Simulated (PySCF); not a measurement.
C2H3F2, SMILES [CH2]C(F)F, multiplicity 2. Atoms are numbered in the order given.

```xyz
7

C      1.3511    -0.2981     0.2356
C     -0.1200    -0.1370     0.3011
F     -0.7215    -0.7390    -0.7768
F     -0.4533     1.1820     0.2554
H      1.9263     0.3911    -0.3869
H      1.8259    -1.1900     0.6479
H     -0.5660    -0.5771     1.2115
```
Charge 0, spin multiplicity 2.

Coordinates come from a B3LYP-D3(BJ)/def2-SVP optimisation. The isomer is the one that the SMILES or the coordinates give; other isomers of the formula were not compared.

All values below come from TDA-PBE/def2-SVPD (PySCF).

Vertical excitations. Gas-phase values at a fixed geometry.

```
state    energy (eV)  λ (nm)      f                            main pairs
-------  -----------  ------  -----  ------------------------------------
root 1          4.34     286  0.000                     β HOMO→LUMO 100 %
root 2          5.67     218  0.006                    β HOMO−1→LUMO 99 %
root 3          5.95     208  0.001                    β HOMO−2→LUMO 94 %
root 4          6.22     199  0.004  α HOMO→LUMO 35 %, β HOMO−3→LUMO 64 %
root 5          6.28     198  0.027  α HOMO→LUMO 64 %, β HOMO−3→LUMO 32 %
root 6          6.65     187  0.001                    β HOMO−4→LUMO 93 %
root 7          6.85     181  0.007                    α HOMO→LUMO+1 95 %
root 8          7.65     162  0.014                    α HOMO→LUMO+2 94 %
root 9          7.87     157  0.020                    α HOMO→LUMO+3 91 %
root 10         8.21     151  0.016                    α HOMO→LUMO+4 93 %
```
Unrestricted roots are not spin-pure.
